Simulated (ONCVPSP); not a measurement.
tellurium (Te): ONCV pseudisation with PW91, fully relativistic reference atom.

tellurium, optimised norm-conserving Vanderbilt (ONCV), made with ONCVPSP 4.0.1 (PW91, fully relativistic). Core [Kr] 4d10, reference 5s1.75 5p4.25. Waves: 5s: rc 1.40 bohr, ncon 3, nbas 7, qcut 4.2 1/bohr, 2 projectors, debl 3.8 Ha; 5p: rc 1.60 bohr, ncon 4, nbas 7, qcut 5.6 1/bohr, 2 projectors, debl 1.8 Ha. Local part: polynomial inside 1.10 bohr (lpopt 4, dvloc0 -1 Ha). Core correction: none.

Open shells are filled in proportion to 2j + 1.

All-electron outer shells of the reference configuration (PW91, scalar-relativistic, ld1.x):

| shell | level (eV) | outermost node (bohr) | outermost maximum (bohr) |
| --- | --- | --- | --- |
| 4p | -114.79 | 0.38 | 0.74 |
| 4d | -42.04 | 0.36 | 0.81 |
| 5s | -15.37 | 0.91 | 1.80 |
| 5p | -6.14 | 1.00 | 2.17 |

Results:

```json
{
  "Cutoffs needed": "76 Ha and 91 Ha (the cutoffs (Ha) at which the residual kinetic energy of the hardest occupied pseudo-wave falls to 1 and 0.1 mHa per electron)",
  "Ghost test": "ghosts flagged at negative energy: s at -107.6 eV, p3/2 at -118.6 eV, p1/2 at -123.9 eV; GHOST(+) flagged for s at 432.8 eV; a true bound ghost makes a file unfit for plane-wave use",
  "Largest excitation error": "+31 meV (all-electron minus pseudo) for 5s0 5p6, out of 4 test configurations"
}
```

Generation and tests took about 4.7 s on one core of a shared server CPU.
